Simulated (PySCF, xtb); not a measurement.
C5H9N, SMILES N(/C(C)=C)=C\C. Other conformers were not sampled.

Harmonic wavenumbers (cm⁻¹) from GFN2-xTB (xtb 6.7.1) at its own minimum, in rising order: 107, 111, 152, 177, 187, 345, 438, 498, 545, 703, 837, 856, 883, 948, 1008, 1026, 1029, 1044, 1136, 1265, 1328, 1385, 1391, 1409, 1460, 1461, 1467, 1480, 1675, 1746, 2831, 3004, 3006, 3017, 3029, 3053, 3062, 3108, 3138.

Task: What does PBE-D3(BJ)/def2-SVP (PySCF) give at its own minimum? (An estimate is asked for; the answer gives what the named calculation found.)

Result: 112, 163, 172, 196, 219, 354, 464, 507, 549, 709, 815, 836, 859, 905, 971, 991, 1017, 1039, 1113, 1252, 1308, 1328, 1359, 1364, 1390, 1393, 1397, 1410, 1637, 1709, 2911, 2964, 2968, 3035, 3043, 3087, 3092, 3095, 3188. Paired by order, the mean absolute difference is 32 cm⁻¹ and the zero-point energies are 79.1 and 78.5 kcal/mol.
